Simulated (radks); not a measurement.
Species: Tb II. Configuration: [Xe] 4f9 6s1 (the NIST ground configuration).

Method: scalar-relativistic Kohn-Sham, PBEsol, spin-polarised, spherical densities, finite nucleus; open shells are filled with parallel spins first (spin-orbit coupling, left out, can overturn this in heavy ions); Fermi nuclear charge, rms radius 5.06 fm; hard spherical wall at 3 bohr; computed with a radial shooting solver on a logarithmic mesh with Libxc functionals.

Energy parts (eV):
part                      energy
total                 -318431.89
kinetic                342927.16
electron-nucleus      -779001.37
Hartree                124520.84
exchange-correlation    -6878.52

Orbitals (lengths in bohr, moments of r in powers of bohr; r(max) is where P^2 peaks; r(90%) holds 90 % of the orbital's charge):
orbital  occ.  eigenvalue (eV)      <r^2>  r(90%)   r(max)
1s up       1        -51821.54  0.0006320  0.0389  0.01365
1s down     1        -51821.46  0.0006320  0.0389  0.01365
2s up       1        -8583.978   0.009895   0.142  0.07753
2s down     1        -8583.880   0.009894   0.142  0.07753
2p up       3        -7628.485   0.007990   0.132  0.06281
2p down     3        -7628.403   0.007990   0.132  0.06281
3s up       1        -1898.203    0.06557   0.351   0.2199
3s down     1        -1896.310    0.06549   0.351   0.2198
3p up       3        -1603.468    0.06579   0.356   0.2159
3p down     3        -1601.584    0.06570   0.356   0.2158
3d up       5        -1218.771    0.05516   0.337   0.1764
3d down     5        -1217.310    0.05505   0.337   0.1764
4s up       1        -371.4167     0.3317   0.779   0.5049
4s down     1        -367.1958     0.3316   0.779   0.5048
4p up       3        -274.4268     0.3755   0.836   0.5273
4p down     3        -270.2291     0.3756   0.836   0.5271
4d up       5        -141.3275     0.4547   0.942   0.5473
4d down     5        -137.1521     0.4558   0.943   0.5471
5s up       1         -44.0768      1.932    1.89    1.188
5s down     1         -41.5792      1.957    1.90    1.199
5p up       3         -20.9703      2.412    2.10    1.353
5p down     3         -18.8270      2.432    2.10    1.366
4f up       7           1.9041     0.9515    1.51   0.5578
4f down     2           5.6745     0.9984    1.55   0.5597
5d up       0           9.7199      3.168    2.33    1.704
5d down     0          11.6154      3.173    2.33    1.703
6s up       1          29.6951      3.889    2.53    2.188
6s down     0          32.2250      3.882    2.53    2.192
6p up       0          47.3234      3.810    2.56    2.269
6p down     0          49.8965      3.812    2.56    2.273
7s up       0         134.3448      3.706    2.66    2.528
7s down     0         136.3690      3.708    2.66    2.530

The highest occupied level is 6s up at 29.695 eV. The configuration is held as typed, so some empty levels lie below it. The electron density at the nucleus is 7.195e+05 e/bohr^3 (large components only). The spin density at the nucleus is 236.7 e/bohr^3 (1s 0.8, 2s -0.6, 3s -11.8, 4s 1.7, 5s 9.5, 6s 237.1).
